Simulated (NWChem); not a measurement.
Program: NWChem. System: F$_{4}$Ge, charge 0, spin multiplicity 1, at a geometry optimised with PBE0/def2-SVP. The structure started from a generated list of species. Level: TD-B3LYP/def2-SVP, VWN1-RPA local correlation.

Job file:

```
start mol
memory heap 200 mb stack 900 mb global 1100 mb
geometry units angstroms nocenter noautoz
  F      0.000000     1.386484    -0.980388
  Ge     0.000000     0.000000     0.000000
  F      0.000000    -1.386484    -0.980388
  F      1.386484     0.000000     0.980387
  F     -1.386484     0.000000     0.980387
  symmetry group C2v
end
basis spherical
  * library def2-svp
end
dft
  xc b3lyp
  semidirect memsize 60000000 filesize 0
  iterations 100
end
tddft
  rpa
  nroots 5
  notriplet
  thresh 1e-4
end
task tddft energy
```

Output (cleaned and shortened):

```
             Northwest Computational Chemistry Package (NWChem) 7.3.0
             --------------------------------------------------------

                                NWChem Input Module
                                -------------------

 Scaling coordinates for geometry "geometry" by  1.889725989
 (inverse scale =  0.529177249)

 Turning off AUTOSYM since
 SYMMETRY directive was detected!

                             Geometry "geometry" -> ""
                             -------------------------

 Output coordinates in angstroms (scale by  1.889725989 to convert to a.u.)

  No.       Tag          Charge          X              Y              Z
 ---- ---------------- ---------- -------------- -------------- --------------
    1 F                    9.0000     0.00000000     1.38648400    -0.98038800
    2 Ge                  32.0000     0.00000000     0.00000000     0.00000000
    3 F                    9.0000     0.00000000    -1.38648400    -0.98038800
    4 F                    9.0000     1.38648400     0.00000000     0.98038700
    5 F                    9.0000    -1.38648400     0.00000000     0.98038700

 Effective nuclear repulsion energy (a.u.)     451.7450977367

            Nuclear Dipole moment (a.u.)
            ----------------------------
        X                 Y               Z
 ---------------- ---------------- ----------------
     0.0000000000     0.0000000000    -0.0000340151

      Symmetry information
      --------------------

 Group name             C2v
 Group number             16
 Group order               4
 No. of unique centers     3

      Symmetry unique atoms

     1    2    4


 Summary of "ao basis" -> "" (spherical)
 ------------------------------------------------------------------------------
       Tag                 Description            Shells   Functions and Types
 ---------------- ------------------------------  ------  ---------------------
 *                          def2-svp                  on all atoms

                                 NWChem DFT Module
                                 -----------------
[...]
     Pearson C.C. =   0.0617

     Occ.   33  a2  ---  Virt.   35  a1   0.99611 X
  ----------------------------------------------------------------------------
  Root   3 singlet b1             0.309667031 a.u.                8.4265 eV
  ----------------------------------------------------------------------------
     Transition Moments    X  0.00013   Y  0.00000   Z -0.00000
     Transition Moments   XX -0.00000  XY  0.00000  XZ  0.00001
     Transition Moments   YY -0.00000  YZ -0.00000  ZZ  0.00000
     Dipole Oscillator Strength                    0.0000000036
     Electric Quadrupole                           0.0000000000
     Magnetic Dipole                               0.0000002423
     Total Oscillator Strength                     0.0000002458

          sigma_e =   1.6424 Angstrom
          sigma_h =   1.7501 Angstrom
         |d_h->e| =   0.4492 Angstrom
            d_exc =   2.3730 Angstrom
            d_CD1 =   0.5569 Angstrom
            d_CD2 =  -1.2471 Angstrom
            d_CD3 =   2.8222 Angstrom
     Pearson C.C. =   0.0576

     Occ.   32  b1  ---  Virt.   35  a1   0.99611 X
  ----------------------------------------------------------------------------
  Root   4 singlet a1             0.332731734 a.u.                9.0541 eV
  ----------------------------------------------------------------------------
     Transition Moments    X -0.00000   Y -0.00000   Z -0.00071
     Transition Moments   XX -0.45660  XY  0.00012  XZ -0.00000
     Transition Moments   YY -0.45621  YZ  0.00000  ZZ  0.91275
     Dipole Oscillator Strength                    0.0000001120
     Electric Quadrupole                           0.0000001226
     Magnetic Dipole                               0.0000000000
     Total Oscillator Strength                     0.0000002345

          sigma_e =   1.6384 Angstrom
          sigma_h =   1.7869 Angstrom
         |d_h->e| =   0.0016 Angstrom
            d_exc =   2.3334 Angstrom
            d_CD1 =   0.1501 Angstrom
            d_CD2 =  -1.7110 Angstrom
            d_CD3 =   2.3350 Angstrom
     Pearson C.C. =   0.0739

     Occ.   28  a1  ---  Virt.   35  a1  -0.99418 X
     Occ.   32  b1  ---  Virt.   38  b1   0.05580 X
     Occ.   34  b2  ---  Virt.   37  b2  -0.05577 X
  ----------------------------------------------------------------------------
  Root   5 singlet b1             0.339101679 a.u.                9.2274 eV
  ----------------------------------------------------------------------------
     Transition Moments    X  0.68071   Y  0.00000   Z  0.00000
     Transition Moments   XX  0.00000  XY -0.00000  XZ  0.23815
     Transition Moments   YY -0.00000  YZ -0.00000  ZZ  0.00000
     Dipole Oscillator Strength                    0.1047517550
     Electric Quadrupole                           0.0000000118
     Magnetic Dipole                               0.0000000000
     Total Oscillator Strength                     0.1047517668

          sigma_e =   1.6460 Angstrom
          sigma_h =   1.7978 Angstrom
         |d_h->e| =   0.1516 Angstrom
            d_exc =   2.4106 Angstrom
            d_CD1 =   0.3033 Angstrom
            d_CD2 =  -1.5703 Angstrom
            d_CD3 =   2.5622 Angstrom
     Pearson C.C. =   0.0259

     Occ.   24  b1  ---  Virt.   35  a1  -0.16530 X
     Occ.   27  a2  ---  Virt.   37  b2   0.08877 X
     Occ.   28  a1  ---  Virt.   38  b1   0.05132 X
     Occ.   30  a1  ---  Virt.   38  b1  -0.05959 X
     Occ.   31  b1  ---  Virt.   35  a1   0.97521 X
     Occ.   31  b1  ---  Virt.   36  a1  -0.05963 X

              Target root =      1
          Target symmetry = none
      Ground state energy =  -2475.972435032093
        Excitation energy =      0.309658915572
     Excited state energy =  -2475.662776116521

  stored tddft:energy   -2475.6627761165214

 Task  times  cpu:       42.0s     wall:       42.0s

 Total times  cpu:       42.1s     wall:       42.1s
```
